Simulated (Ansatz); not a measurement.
Start from `[OH][Ti]([OH])([OH])[Br]` and change one atom or group to get `[OH][Ti]([OH])([OH])[F]`.

Ansatz, PBE0-D4/def2-TZVP geometries, multiplicity 1. Each molecule was computed in one conformer, which needn't be the lowest.

Scalar relativity is left out up to krypton.

```csv
property,`[OH][Ti]([OH])([OH])[Br]`
size of the dipole moment (PBE/def2-TZVPP) / D,2.73
zero-point energy (PBE0-D4/def2-TZVP) / kJ/mol,103.3
HOMO–LUMO gap (PBE/def2-TZVPP) / eV,3.87
HOMO–LUMO gap (ωB97M-V/def2-TZVPP) / eV,10.50
size of the dipole moment (ωB97M-V/def2-TZVPP) / D,2.87
"ideal-gas entropy at 298 K and 1 bar (rigid rotor, harmonic PBE0-D4/def2-TZVP) / J/(mol·K)",390
```

(1) What does the change do to each property? (An estimate is asked.)

Answers

(1) Ansatz gave: 
```json
{"property": "size of the dipole moment (PBE/def2-TZVPP) / D", "`[OH][Ti]([OH])([OH])[F]`": "2.22", "shift": "-0.51"}
{"property": "zero-point energy (PBE0-D4/def2-TZVP) / kJ/mol", "`[OH][Ti]([OH])([OH])[F]`": "106.5", "shift": "3.2"}
{"property": "HOMO–LUMO gap (PBE/def2-TZVPP) / eV", "`[OH][Ti]([OH])([OH])[F]`": "5.02", "shift": "1.15"}
{"property": "HOMO–LUMO gap (ωB97M-V/def2-TZVPP) / eV", "`[OH][Ti]([OH])([OH])[F]`": "12.42", "shift": "1.92"}
{"property": "size of the dipole moment (ωB97M-V/def2-TZVPP) / D", "`[OH][Ti]([OH])([OH])[F]`": "2.27", "shift": "-0.60"}
{"property": "ideal-gas entropy at 298 K and 1 bar (rigid rotor, harmonic PBE0-D4/def2-TZVP) / J/(mol·K)", "`[OH][Ti]([OH])([OH])[F]`": "367", "shift": "-23"}
```

With PBE0 the HOMO falls by 1.15 eV and the LUMO rises by 0.47 eV, so the gap widens by about 1.62 eV. PBE moves the HOMO by -0.75 eV and ωB97M-V by -1.42 eV. Dipoles are sizes alone; their direction can turn.

Spin–orbit coupling is left out; it splits and shifts lone-pair levels of the heavy atoms by tenths of an eV.
